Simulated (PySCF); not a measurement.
Species: C3H8Si2.
Numbering: `[CH3:1][SiH2:2][C:3]#[C:4][SiH3:5]` (hydrogens: H6, H7, H8 on C1; H9, H10 on Si2; H11, H12, H13 on Si5)

Method: PBE0-D3(BJ)/def2-SVP geometry optimisation, gas phase (PySCF 2.14.0); density fitting, grid level 1; the optimiser is geomeTRIC in internal coordinates, started from a GFN2-xTB structure with every atom displaced at random (about 0.01 Å).

Step 0: E = -18977.2065 eV
```
atom  x, y, z in Å  |  force x, y, z in eV/Å
C1      2.5718    0.5795   -0.0662   -1.574   0.858   0.272
Si2     1.3626   -0.0803    1.2472   -0.183   0.419  -1.026
C3     -0.3407   -0.2048    0.4915    7.475   0.504   3.528
C4     -1.3879   -0.2794   -0.0033   -7.817  -0.623  -3.643
Si5    -3.1040   -0.4102   -0.7713    1.179   0.218   1.014
H6      3.5574    0.7053    0.3174    1.233  -0.003   0.565
H7      2.2464    1.5846   -0.4144   -0.024  -0.306   0.175
H8      2.6081   -0.0434   -0.9424    0.011  -0.663  -0.618
H9      1.7903   -1.4111    1.6953    0.067  -0.439   0.189
H10     1.2964    0.8360    2.4075   -0.014   0.132   0.192
H11    -4.0235   -0.9915    0.2338   -0.144  -0.088   0.083
H12    -3.5337    0.9460   -1.1259   -0.212   0.417  -0.151
H13    -3.0372   -1.2476   -1.9581    0.004  -0.427  -0.580
```

Question: Estimate the geometry and energy of step 1. (The exact step hangs on the optimiser's Hessian estimate; all steps are aligned on step 0, rigid shifts and turns removed.)

Answer: E = -18977.5325 eV, largest force 1.274 eV/Å
```
atom  x, y, z in Å  |  force x, y, z in eV/Å
C1      2.5053    0.6131   -0.0866    0.286  -0.135  -0.048
Si2     1.4032   -0.1013    1.2525    0.003   0.112   0.047
C3     -0.2972   -0.2884    0.5742   -1.168  -0.171  -0.480
C4     -1.4227   -0.3875    0.0685    1.092   0.291   0.344
Si5    -3.0574   -0.3799   -0.7701   -0.040  -0.198   0.080
H6      3.5394    0.7682    0.2772   -0.201  -0.065  -0.033
H7      2.1170    1.5851   -0.4211   -0.062   0.047   0.006
H8      2.5440   -0.0564   -0.9636   -0.003   0.058   0.104
H9      1.8678   -1.4333    1.7448    0.032   0.012  -0.066
H10     1.3418    0.8297    2.4207   -0.020  -0.022  -0.002
H11    -4.0879   -0.9039    0.1726   -0.025   0.012  -0.001
H12    -3.4332    1.0038   -1.1844    0.073   0.004   0.016
H13    -3.0142   -1.2661   -1.9737    0.032   0.054   0.033
```

The energy changes by -0.3259 eV. The first-order estimate −F·Δx gives -0.8493 eV and the mean of the old and new forces, exact on a quadratic surface, -0.3545 eV. The step makes an angle of 78° with the force vector and moves no atom by more than 0.134 Å.

The cost below is that of the whole optimisation. Hardware: an Arm Neoverse N1 with one thread, shared host. Cost: 59 s of wall time, 0.50 GiB resident at most.
